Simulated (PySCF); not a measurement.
**Spin–spin couplings to the heavy atom in `FC(F)=C(F)OC(F)(F)C(F)(F)Br`, C4BrF7O**

Geometry:
| atom | x (Å) | y (Å) | z (Å) |
| --- | --- | --- | --- |
| F1 | -1.413 | 2.642 | 2.163 |
| C2 | -1.032 | 1.476 | 1.720 |
| F3 | -0.668 | 0.658 | 2.668 |
| C4 | -1.020 | 1.152 | 0.429 |
| F5 | -1.413 | 1.996 | -0.504 |
| O6 | -0.675 | -0.080 | -0.010 |
| C7 | 0.642 | -0.270 | -0.331 |
| F8 | 1.412 | -0.170 | 0.759 |
| F9 | 1.071 | 0.638 | -1.204 |
| C10 | 0.806 | -1.692 | -0.915 |
| F11 | 2.098 | -1.894 | -1.141 |
| F12 | 0.383 | -2.574 | -0.021 |
| Br13 | -0.184 | -1.895 | -2.559 |

Calculated values (PySCF 2.14.0): indirect couplings, PBE0/pcJ-1 (dyall-v2z on Br), isolated molecule, Gaussian nuclear model, PBE0-D3(BJ)/def2-SVP geometry.

Non-relativistic values:
```json
{"coupling": "1J(79Br,13C)", "atoms": "Br13 – C10", "J (Hz)": "-206.6"}
{"coupling": "2J(79Br,13C)", "atoms": "Br13 – C7", "J (Hz)": "9.9"}
{"coupling": "2J(79Br,19F)", "atoms": "Br13 – F11/F12", "J (Hz)": "16.7"}
{"coupling": "3J(79Br,17O)", "atoms": "Br13 – O6", "J (Hz)": "-1.0"}
{"coupling": "3J(79Br,19F)", "atoms": "Br13 – F8/F9", "J (Hz)": "12.1"}
```

What do two-component X2C with spin–orbit coupling give?

Answers


```csv
coupling,atoms,with spin–orbit (Hz)
"1J(79Br,13C)",Br13 – C10,-217.4
"2J(79Br,13C)",Br13 – C7,9.6
"2J(79Br,19F)",Br13 – F11/F12,2.9
"3J(79Br,17O)",Br13 – O6,-0.8
"3J(79Br,19F)",Br13 – F8/F9,12.4
```

The largest listed coupling, 1J(79Br,13C), ends at 1.05 times its non-relativistic value. Equivalent partners are averaged, as under fast rotation. In the static structure 2J(79Br,19F) spreads over 1.5, 4.4 Hz. In the static structure 3J(79Br,19F) spreads over 26.5, -1.7 Hz. Couplings to strongly quadrupolar nuclei (79Br) are seldom resolved in solution.
